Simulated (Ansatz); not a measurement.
`C[O][Mo](=[O])([F])=[S]` + H–F → `[O]=[Mo]([F])([F])=[S]` + CH₃OH  (ligand exchange at a Mo–O bond)

Calculated with Ansatz (gas phase, PBE0-D4/def2-TZVP geometries, no zero-point term in ΔE). CCSD(T)/CBS adds triple-zeta CCSD(T) − MP2 to the extrapolated MP2 energy (def2 sets, frozen cores). This one scheme is used for every species. Functionals use def2-TZVPP. HSE06 is defined as in plane-wave codes. Elements past krypton have def2 core potentials. For Mo outer-core shells are correlated without core-valence functions, which leaves a few kJ/mol of doubt a bond. One conformer a species, not always the lowest.

```json
{"level": "PBE-D4", "ΔE (kcal/mol)": "-0.4", "difference from CCSD(T)/CBS": "-2.5"}
{"level": "HSE06-D4", "ΔE (kcal/mol)": "0.3", "difference from CCSD(T)/CBS": "-1.8"}
{"level": "B2PLYP", "ΔE (kcal/mol)": "-0.2", "difference from CCSD(T)/CBS": "-2.3"}
{"level": "r2SCANh", "ΔE (kcal/mol)": "-1.0", "difference from CCSD(T)/CBS": "-3.1"}
{"level": "HSE06", "ΔE (kcal/mol)": "-0.9", "difference from CCSD(T)/CBS": "-3.0"}
{"level": "LC-ωPBE", "ΔE (kcal/mol)": "-2.3", "difference from CCSD(T)/CBS": "-4.4"}
{"level": "CCSD/def2-SVP", "ΔE (kcal/mol)": "1.1", "difference from CCSD(T)/CBS": "-1.0"}
{"level": "MP2/def2-TZVPP", "ΔE (kcal/mol)": "3.5", "difference from CCSD(T)/CBS": "1.4"}
{"level": "CCSD/def2-TZVPP", "ΔE (kcal/mol)": "1.0", "difference from CCSD(T)/CBS": "-1.1"}
{"level": "MP2/CBS(def2)", "ΔE (kcal/mol)": "3.7", "difference from CCSD(T)/CBS": "1.6"}
{"level": "CCSD(T)/CBS", "ΔE (kcal/mol)": "2.1", "difference from CCSD(T)/CBS": "0"}
```

Largest T1 diagnostic among the species: 0.025, so the coupled-cluster value is less sure than usual.

From r2SCAN to r2SCAN0 (25 % exact exchange), in def2-TZVPP and without D4, ΔE moves by +0.8 kcal/mol. In def2-TZVPP, CCSD(T) changes the Hartree–Fock value by +3.7 kcal/mol (the triples alone add +0.8 kcal/mol) and MP2 by +5.3 kcal/mol.

CCSD(T)/CBS has its own doubt, a few kJ/mol and more with outer-core shells, so smaller differences from it don't rank the levels.
